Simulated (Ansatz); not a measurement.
Reactions of CH₆GeO₂, SMILES `C[O][GeH2][OH]`.

Program: Ansatz. Geometries: PBE0-D4/def2-TZVP. ΔE: electronic, gas phase. CBS: MP2 limit from def2 TZ/QZ plus the TZ coupled-cluster correction, frozen cores. This one scheme is used for every species, atoms too. Open shells (•) are unrestricted, without spin–orbit coupling. Spin–orbit coupling would lower the free atoms: a little for F. For Br, Ge outer-core shells are correlated without core-valence functions, so the limit isn't a true one: a few kJ/mol of doubt a bond, and 10 to 20 or more in all where bonds break to atoms. Scalar relativity is left out up to krypton. Each species was taken in one conformer, which may not be the lowest.

(1) Order these by ΔE at CCSD(T)/CBS, lowest first. (Estimate.)
A. `C[O][GeH2][OH]` + `[CH3]`• → `C[O][GeH][OH]`• + CH₄
B. `C[O][GeH2][OH]` + `CB(S)Br` → `CSB(C)Br` + `[OH][GeH2][OH]`
C. `C[O][GeH2][OH]` + `COB(C)O` → `COB(C)OC` + `[OH][GeH2][OH]`
D. `C[O][GeH2][OH]` + H₂ → `[OH][GeH3]` + CH₃OH
E. `C[O][GeH2][OH]` + H–F → `[OH][GeH2][F]` + CH₃OH
F. `C[O][GeH2][OH]` + F• → `C[O][GeH][OH]`• + H–F

Largest T1 diagnostic: 0.015, for `C[O][GeH][OH]`•.

## Answers

(1) F (-2.27 eV), A (-0.99 eV), B (-0.61 eV), E (-0.34 eV), C (-0.04 eV), D (+0.23 eV).
